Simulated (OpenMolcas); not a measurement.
Computed levels of 4d⁵ in ions with 41 electrons, in cm-1 above ⁶S_5/2.

* Program: OpenMolcas
* Method: SS-RASPT2, IPEA 0.25 Eh, imaginary shift 0.1 Eh
* Basis: ANO-R2
* Scalar Hamiltonian: X2C, finite nucleus
* Spin-orbit coupling: RASSI with atomic mean-field integrals over the reference wave functions, term energies averaged over their components

Active space for each ion: 11 electrons in 8 orbitals (RAS1 4p, at most 2 holes; RAS2 4d); closed shells correlated by CASPT2: 4s.

```
  Level   Ru3+   Rh4+   Ag6+
 ⁴G_5/2  23840  26580  31060
 ⁴G_7/2  24070  26940  31900
⁴G_11/2  24140  27060  32150
 ⁴G_9/2  24210  27160  32360
 ⁴P_3/2  26890  29950  34950
 ⁴P_1/2  27600  30910  36520
 ⁴D_7/2  28800  32270  38360
 ⁴D_1/2  29640  33480  40460
 ⁴D_5/2  30180  34100  41150
```

Task: Estimate ⁴G_5/2, ⁴G_7/2 for Pd5+ from its neighbours Rh4+ and Ag6+.

Result: ⁴G_5/2 is another term, which grows about linearly with the charge: (26580 + 31060) / 2 = 28820. The calculation gives 28650, so the estimate is off by +0.6 %.
⁴G_7/2 is another term, which grows about linearly with the charge: (26940 + 31900) / 2 = 29420. The calculation gives 29240, so the estimate is off by +0.6 %.

Mixed levels, with the weight of the term that names them: Ru3+ ⁴P_3/2 (60 %), Ru3+ ⁴P_1/2 (72 %), Ru3+ ⁴D_1/2 (73 %), Ru3+ ⁴D_5/2 (60 %), Rh4+ ⁴P_3/2 (57 %), Rh4+ ⁴P_1/2 (70 %), Rh4+ ⁴D_1/2 (70 %), Rh4+ ⁴D_5/2 (57 %), Pd5+ ⁴P_3/2 (55 %), Pd5+ ⁴P_1/2 (68 %), Pd5+ ⁴D_1/2 (68 %), Pd5+ ⁴D_5/2 (56 %), Ag6+ ⁴P_3/2 (54 %), Ag6+ ⁴P_1/2 (66 %), Ag6+ ⁴D_1/2 (67 %), Ag6+ ⁴D_5/2 (54 %).

CASPT2 does not keep the components of a term degenerate, so their means are used; among the terms shown or strongly mixed into the levels shown the widest spread is 110 cm-1 (4d⁵ ⁴G, Ru3+). Active for correlation alone: 4p; no level in the range computed is led by a configuration that opens it, so any true level of that kind is missing. Only configurations of the active space appear.
